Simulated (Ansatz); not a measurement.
One change: `[Br][Ge][Br]` becomes `Br[Si]Br`.

Ansatz, PBE0-D4/def2-TZVP geometries, multiplicity 1. 

Outer-core shells of Br, Ge are correlated without core-valence functions. Scalar relativity is left out up to krypton. Spin–orbit coupling is left out.

```tsv
property	`[Br][Ge][Br]`
vertical ionisation energy (CCSD(T)/def2-TZVPP) / eV	9.83
HOMO energy (PBE/def2-TZVPP) / eV	-6.74
zero-point energy (PBE0-D4/def2-TZVP) / kJ/mol	4.1
LUMO energy (ωB97M-V/def2-TZVPP) / eV	-1.31
size of the dipole moment (B3LYP/def2-TZVPP) / D	1.88
LUMO energy (PBE0/def2-TZVPP) / eV	-3.22
```

**Question.** Give the same properties after the change, and the shifts. (Best estimate.)

**Answer.** Computed: 
| property | `Br[Si]Br` | shift |
| --- | --- | --- |
| vertical ionisation energy (CCSD(T)/def2-TZVPP) / eV | 9.62 | -0.21 |
| HOMO energy (PBE/def2-TZVPP) / eV | -6.48 | 0.26 |
| zero-point energy (PBE0-D4/def2-TZVP) / kJ/mol | 5.6 | 1.5 |
| LUMO energy (ωB97M-V/def2-TZVPP) / eV | -1.11 | 0.20 |
| size of the dipole moment (B3LYP/def2-TZVPP) / D | 0.96 | -0.92 |
| LUMO energy (PBE0/def2-TZVPP) / eV | -3.08 | 0.14 |

With PBE0 the HOMO rises by 0.25 eV and the LUMO rises by 0.14 eV, so the gap narrows by about 0.11 eV. PBE moves the HOMO by 0.26 eV and ωB97M-V by 0.26 eV. Dipoles are sizes alone; their direction can turn.

B3LYP here is the variant with VWN-RPA as its local correlation; programs differ in this.
